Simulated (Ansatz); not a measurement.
Gas-phase reaction in SMILES: OB(O)O[SiH3] + H+ → OB(O)[OH+][SiH3]
Structures are relaxed separately at B3LYP-D3(BJ)/def2-TZVP in Ansatz (a program for electronic structure), one conformer each, not searched for the lowest. Frequencies are from Ansatz.

Wanted: proton affinity (enthalpy at 298 K, with B3LYP-D3(BJ) rigid-rotor harmonic-oscillator terms), positive where the reaction releases energy, in kJ/mol. Cores are frozen in the correlated levels unless marked. No spin-orbit coupling. No relativistic terms. CBS(X,Y): correlation extrapolated as X^-3; Hartree-Fock from the larger set.

```
level           program  proton affinity (kJ/mol)
--------------  -------  ------------------------
HF/cc-pV(Q+d)Z   Ansatz                     802.7
```

### Question
Estimate the value at CCSD(T)/CBS(cc-pV(T+d)Z,cc-pV(Q+d)Z) as computed with Ansatz.

### Answer
788.3 kJ/mol, so HF/cc-pV(Q+d)Z differs from it by 14.4 kJ/mol.
